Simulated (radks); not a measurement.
These are the eigenvalues of the occupied orbitals of an atom or ion with whole-number occupations (Ry). Calculated with a radial shooting solver on a logarithmic mesh with Libxc functionals: Dirac Kohn-Sham, relativistic LDA (MacDonald-Vosko exchange, VWN5 correlation), spin-unpolarised, spherical densities, finite nucleus; Fermi nuclear charge, rms radius of each element as measured or else 0.836 A^(1/3) + 0.57 fm.

| orbital | eigenvalue |
|---|---|
| 1s1/2 | -6505.124 |
| 2s1/2 | -1238.531 |
| 2p1/2 | -1194.213 |
| 2p3/2 | -1035.608 |
| 3s1/2 | -366.0792 |
| 3p1/2 | -345.9761 |
| 3p3/2 | -310.2496 |
| 3d3/2 | -277.0012 |
| 3d5/2 | -269.3553 |
| 4s1/2 | -145.2797 |
| 4p1/2 | -136.4776 |
| 4p3/2 | -126.3279 |
| 4d3/2 | -111.9774 |
| 4d5/2 | -109.9121 |
| 4f5/2 | -92.01796 |

Which element is it, and in what charge state? The configuration may be excited. Open shells, if any, fill j = l - 1/2 first.

Answer. Z = 82, lead, charge +33: Pb33+ in [Kr] 4d10 4f3. The list shows which subshells hold electrons but not how many an open one holds; the 1s level, -3252.6 hartree, gives Z - s = 80.7 by -(Z - s)^2/2, which with screening and relativity narrows Z to a few neighbours, and the depths of the outer levels then fix element, charge and occupations together.
